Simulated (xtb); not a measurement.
Al(F)(H)(NCO) (CHAlFNO), SMILES O=C=[N][AlH][F]. All values are semi-empirical tight-binding results from xtb (GFN2-xTB unless named), good for trends rather than for accurate numbers. Coordinates come from a GFN2-xTB optimisation. Other conformers were not sampled.

For metal compounds this method's bond lengths and energies can be far off.

Computed properties:
The point group as xtb finds it is Cs and the orbital gap comes out as 5.37 eV. The zero-point energy is 14.1 kcal/mol. The G − E(el) at 298.15 K (modified RRHO) is -4.9 kcal/mol.
